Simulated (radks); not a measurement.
The numbers below are computed, except where a source is named.
The krypton ion Kr+, 35 electrons, occupied as [Ar] 3d10 4s2 4p5. Code: a radial shooting solver on a logarithmic mesh with Libxc functionals. Model: Dirac Kohn-Sham, PBE, spin-unpolarised, spherical densities, point nucleus; open shells fill j = l - 1/2 first.

Spin-orbit splittings of the eigenvalues, e(l+1/2) - e(l-1/2), with zeta = 2 splitting/(2l+1) and mean radii in bohr:

| shell | occ. | splitting (eV) | zeta (eV) | <r> j=l-1/2 | <r> j=l+1/2 |
|---|---|---|---|---|---|
| 2p | 6 | 53.83 | 35.89 | 0.1573 | 0.1613 |
| 3p | 6 | 7.918 | 5.279 | 0.5334 | 0.5438 |
| 3d | 10 | 1.303 | 0.5214 | 0.5532 | 0.5571 |
| 4p | 5 | 0.7165 | 0.4776 | 1.805 | 1.842 |
